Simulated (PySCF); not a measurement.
Compound: FeCl2 (quintet state).
Cartesian coordinates in Å at the PBE0-D3(BJ)/def2-SVP level; atoms count from 1:
```xyz
3
FeCl2 angstrom
Fe     0.0000    0.0001    0.0000
Cl    -0.0546   -0.0464    2.1467
Cl     0.0546    0.0463   -2.1467
```

Theory: PySCF, PBE0-D3(BJ)/def2-SVP geometry optimisation, gas phase.

**Question.** Which atoms are bound to Fe1, and at what distances?

**Answer.** 2 atoms: Cl2 2.148 Å, Cl3 2.148 Å.

**Question.** What is the shape at Fe1?

**Answer.** Linear: angle 180.0°.

**Question.** What are the rotational constants (commonest isotopes, rigid rotor)?

**Answer.** B = 1566 MHz (linear).

Point group: D∞h (tolerance 0.08 Å). Charge 0, quintet. ⟨S²⟩ = 6.010 (exact for a quintet: 6.00). No PBE0-D3(BJ)/def2-SVP frequencies stand behind this structure, so it isn't proved a minimum.

Neither the SCF state along the optimisation nor the shape of the open-shell metal species was proved the lowest: other solutions of the same spin, or a structure of lower symmetry, can lie below.
